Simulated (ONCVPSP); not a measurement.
## What the settings do to the ONCV potential of Ni

Base potential:

Ni (Z = 28), optimised norm-conserving Vanderbilt (ONCV), made with ONCVPSP 4.0.1 (revPBE, scalar-relativistic). Core [Ne], reference 3s2 3p6 3d8 4s1 (charge +1). Waves: 3s+4s: rc 1.25 bohr, ncon 3, nbas 6, qcut 7.4 1/bohr, 3 projectors, debl 3.9 Ha; 3p: rc 0.80 bohr, ncon 4, nbas 9, qcut 11.6 1/bohr, 2 projectors, debl 2.5 Ha; 3d: rc 1.15 bohr, ncon 3, nbas 8, qcut 13.8 1/bohr, 2 projectors, debl 0.8 Ha. Local part: polynomial inside 0.50 bohr (lpopt 2, dvloc0 0 Ha). Core correction: none.

In the p channel the program set the typed energies aside and used -2.957, 0.250 Ha.

Cutoffs, loose and tight: the cutoffs (Ha) at which the residual kinetic energy of the hardest occupied pseudo-wave falls to 1 and 0.1 mHa per electron. They do not see the model core or the augmentation charge, which bear on the density cutoff. Test errors are all-electron minus pseudo excitation energies from the reference, over the configurations 3s2 3p6 3d8 4s2; 3s2 3p6 3d8 4s0; 3s2 3p6 3d7 4s0; 3s2 3p6 3d9 4s0. A dash means not determined; rows that change the core or the reference have their own tests.

| change | outcome | cutoff, loose | cutoff, tight | bound ghosts | GHOST(+) flags above zero | largest test error (meV) |
| --- | --- | --- | --- | --- | --- | --- |
| base | generated, projector energies reset by the program | 72 Ha | 185 Ha | none | s | +8.3 |
| all radii scaled by about 0.80 (s 1.00, p 0.64, d 0.92 bohr); local potential polynomial inside 0.40 bohr (lpopt 2, dvloc0 0 Ha) | generated, projector energies reset by the program | – | – | none | s | -7.4 |
| all radii scaled by about 0.87 (s 1.08, p 0.70, d 1.00 bohr); local potential polynomial inside 0.44 bohr (lpopt 2, dvloc0 0 Ha) | generated, projector energies reset by the program | 79 Ha | 468 Ha | none | s | +6.8 |
| all radii scaled by about 1.04 (s 1.30, p 0.84, d 1.20 bohr); local potential polynomial inside 0.52 bohr (lpopt 2, dvloc0 0 Ha) | generated, projector energies reset by the program | 70 Ha | 96 Ha | none | s | +9.1 |
| all radii scaled by about 1.14 (s 1.42, p 0.92, d 1.32 bohr); local potential polynomial inside 0.58 bohr (lpopt 2, dvloc0 0 Ha) | generated, projector energies reset by the program | 65 Ha | 74 Ha | none | none | +12 |
| all radii scaled by about 1.23 (s 1.54, p 0.98, d 1.42 bohr); local potential polynomial inside 0.62 bohr (lpopt 2, dvloc0 0 Ha) | generated, projector energies reset by the program | 62 Ha | 70 Ha | none | none | +16 |
| all radii scaled by about 1.31 (s 1.64, p 1.04, d 1.50 bohr); local potential polynomial inside 0.66 bohr (lpopt 2, dvloc0 0 Ha) | generated, projector energies reset by the program | 58 Ha | 67 Ha | none | none | +20 |

(1) What comes out with this change to the base: all radii scaled by about 0.97 (s 1.20, p 0.78, d 1.12 bohr); local potential polynomial inside 0.48 bohr (lpopt 2, dvloc0 0 Ha)?

## Answers

(1) outcome: generated, projector energies reset by the program; cutoff, loose: 73 Ha; cutoff, tight: 263 Ha; bound ghosts: none; GHOST(+) flags above zero: s; largest test error (meV): +7.9.

Reading the sweep of the scale of all radii (base = 1) (base included, trends over the rows without a ghost): The loose cutoff falls from 79 Ha at 0.87 to 58 Ha at 1.31. A larger radius leaves more room for a smooth pseudo-wave, so fewer plane waves are needed; a smaller one forces it to follow the all-electron wave where it bends sharply. The median size of the test errors (rows with all tests solved) is not monotonic: lowest 1.2 meV at 0.97, highest 10.7 meV at 1.31.
